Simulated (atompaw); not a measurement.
## How hard is this carbon (C) PAW (atompaw) potential?

* Element: carbon
* Generator: atompaw 4.2.0.5
* Type: PAW
* Functional: PBEsol
* Relativity: scalar-relativistic
* Frozen core: none
* Valence charge: 6
* Reference configuration: 1s2 2s2 2p2
* Partial waves: 1s (bound): rc 0.40 bohr; 2s (bound): rc 0.55 bohr; 2p (bound): rc 2.25 bohr; 2p channel at 0.35 Ry: rc 2.25 bohr; 3d channel at -0.15 Ry: rc 2.00 bohr; 3d channel at 0.45 Ry: rc 2.00 bohr
* Local potential: troulliermartins scheme with l = 3 at -0.5 Ry, radius 1.95 bohr
* Core correction: none
* Augmentation charge: sinc compensation charge, radius 2.05 bohr; PAW radius 2.25 bohr; waves and projectors: custom rrkj vanderbiltortho

The pseudo-atom Hamiltonian at the reference potential is diagonalised in spherical Bessel functions j_l(qr) that vanish at 20 bohr, with q² up to the cutoff. All-electron valence levels (Ry): 1s -19.9950, 2s -1.0031, 2p -0.3847.

How do the lowest levels (Ry) of each channel move with the cutoff, and are there ghosts?

```tsv
cutoff (Ry)	s #1	s #2	p #1	d #1	d #2	f #1	f #2	Σ f·Δε (mRy)
8	-7.8452	-0.1876	-0.3584	0.0729	0.1732	0.1169	0.2527	25979.0
25	-14.6524	-0.4367	-0.3846	0.0729	0.1731	0.1169	0.2527	11813.8
50	-17.7766	-0.5554	-0.3847	0.0729	0.1731	0.1169	0.2527	5328.1
100	-19.1297	-0.6587	-0.3847	0.0729	0.1731	0.1169	0.2527	2415.2
180	-19.7801	-0.8607	-0.3847	0.0729	0.1731	0.1169	0.2527	710.6
400	-19.9938	-1.0022	-0.3847	0.0729	0.1731	0.1169	0.2527	0.0
```

Result: no extra level below or beside the all-electron valence levels (s, p, d, f tested); 10 mRy is reached at over 300 Ry and 1 mRy at over 300 Ry.
